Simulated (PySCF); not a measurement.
Cartesian coordinates in Å; atom numbers follow the order of the lines, from 1:
```xyz
12

Si   -0.599    1.605   -0.559
Cl   -1.312    3.442   -1.177
Si    0.636   -0.098   -1.702
Cl    1.319   -0.231   -3.646
Si    1.541    0.929    0.259
Cl    3.290    1.970    0.600
Si    0.511   -0.720    1.611
Cl    1.154   -1.452    3.433
Si   -1.635   -0.045    0.787
Cl   -3.523   -0.029    1.624
Si   -0.397   -1.749   -0.353
Cl   -0.869   -3.704   -0.825
```

Geometry: PBE0-D3(BJ)/def2-SVP; GIAO absolute shieldings from PySCF 2.14, gas phase, non-relativistic, averaged over equivalent atoms.

At KT2/pcSseg-1 (288 basis functions):
```csv
atoms,σ (ppm)
Si1/Si3/Si5/Si7/Si9/Si11,352.1
Cl2/Cl4/Cl6/Cl8/Cl10/Cl12,784.2
```

Q: What do these become at PBE0/pcSseg-1?

A: 
| atoms | σ at PBE0/pcSseg-1 | change |
| --- | --- | --- |
| Si1/Si3/Si5/Si7/Si9/Si11 | 339.3 | -12.8 |
| Cl2/Cl4/Cl6/Cl8/Cl10/Cl12 | 838.0 | +53.8 |

The largest change is at Cl2/Cl4/Cl6/Cl8/Cl10/Cl12 (chlorine bonded to Si). Cost: 288 basis functions.
